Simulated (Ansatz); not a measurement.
`[NH2][Sc]([NH2])[OH]` + `[OH][Cd][OH]` → `[NH2][Sc]([OH])[OH]` + `[NH2][Cd][OH]`  (redistribution)

Program: Ansatz. Geometries: PBE0-D4/def2-TZVP. ΔE: electronic, gas phase. CCSD(T)/CBS adds triple-zeta CCSD(T) − MP2 to the extrapolated MP2 energy (def2 sets, frozen cores). DFT in def2-TZVPP. Elements past krypton have def2 core potentials. For Cd, Sc outer-core shells are correlated without core-valence functions, which leaves a few kJ/mol of doubt a bond. Scalar relativity is left out up to krypton. One conformer a species, not always the lowest.

(1) Is it downhill or uphill in electronic energy at CCSD(T)/CBS, and by how much? (Best estimate.)

(2) What do these levels give: revPBE-D4, BLYP-D4, r2SCANh-D4, r2SCAN0-D4, ωB97X-V, B2PLYP, PBE-QIDH, HF/def2-SVP, MP2/def2-TZVPP, SCS-MP2/def2-TZVPP, HF/def2-QZVPP, HF/CBS(def2)? (An estimate is asked.)

Largest T1 diagnostic among the species: 0.017.

Results:

(1) The calculation gave: Downhill: ΔE = -0.65 eV.

(2) Computed: revPBE-D4 -0.62, BLYP-D4 -0.63, r2SCANh-D4 -0.66, r2SCAN0-D4 -0.67, ωB97X-V -0.65, B2PLYP -0.67, PBE-QIDH -0.69, HF/def2-SVP -0.68, MP2/def2-TZVPP -0.73, SCS-MP2/def2-TZVPP -0.70, HF/def2-QZVPP -0.59, HF/CBS(def2) -0.59 eV.

Leaving LDA and LC-ωPBE aside and taking each functional with its dispersion term where it has one, the values, not all of them listed here, spread over 0.07 eV, from PBE-QIDH to B97M-V. LDA lies −0.08 eV from PBE without D4. In def2-TZVPP, CCSD(T) changes the Hartree–Fock value by −0.06 eV (the triples alone add −0.01 eV) and MP2 by −0.12 eV.
